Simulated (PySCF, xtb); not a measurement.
C6H4F2, SMILES C#C[C@H](F)C=C=CF.

GFN2-xTB in xtb at its own geometry gives an orbital gap of 4.75 eV and a dipole moment of 3.73 D.

Geometry: PBE0-D3(BJ)/def2-SVP. The structure was generated by enumeration; whether it is a known compound was not checked. One conformer was computed; it need not be the lowest.

Q: What does CAM-B3LYP/def2-TZVP run with PySCF give? (The exact figures need the calculation; the answer reports its results.)

A: gap 9.30 eV (levels -8.94 and 0.35 eV), dipole 2.64 D.
